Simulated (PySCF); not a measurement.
# Spinor energies of Rh¹⁷⁺ (rhodium, charge +17)

Start: [Ar] 3d10. Calculated with PySCF 2.14 in an even-tempered Gaussian basis (19 s from 0.54 bohr⁻², ratio 2.6; 15 p from 0.7 bohr⁻², ratio 2.6; 10 d from 0.7 bohr⁻², ratio 2.6; 6 f from 0.72 bohr⁻², ratio 2.8): generalised Hartree-Fock with the X2C-1e Hamiltonian and a Gaussian nucleus; spin-orbit coupling (SO) screened by Boettger's factors.

```
spinor shell  electrons  ε, screened SO (eV)  weight of nominal j (screened SO)  rms radius, screened SO (bohr)
       1s1/2          2             -23781.8                              1.000                          0.0374
       2s1/2          2              -3894.6                              1.000                           0.153
       2p1/2          2              -3630.4                              1.000                           0.133
       2p3/2          4              -3483.6                              1.000                           0.138
       3s1/2          2              -1062.4                              1.000                           0.411
       3p1/2          2              -957.50                              1.000                           0.406
       3p3/2          4              -930.59                              1.000                           0.416
       3d3/2          4              -747.76                              1.000                           0.390
       3d5/2          6              -742.49                              1.000                           0.393
```

| quantity | screened SO |
| --- | --- |
| E (hartree) | -4671.73212 |
| M_J | 0 |
| ⟨J²⟩ | 0.000 |
| ⟨L²⟩ | 0.007 |
| ⟨S²⟩ | 0.007 |

Breit and QED terms are absent; they matter most for the inner s and p1/2 levels.

Densities and radii are taken from the X2C orbitals without a picture-change correction, which distorts them close to the nucleus.
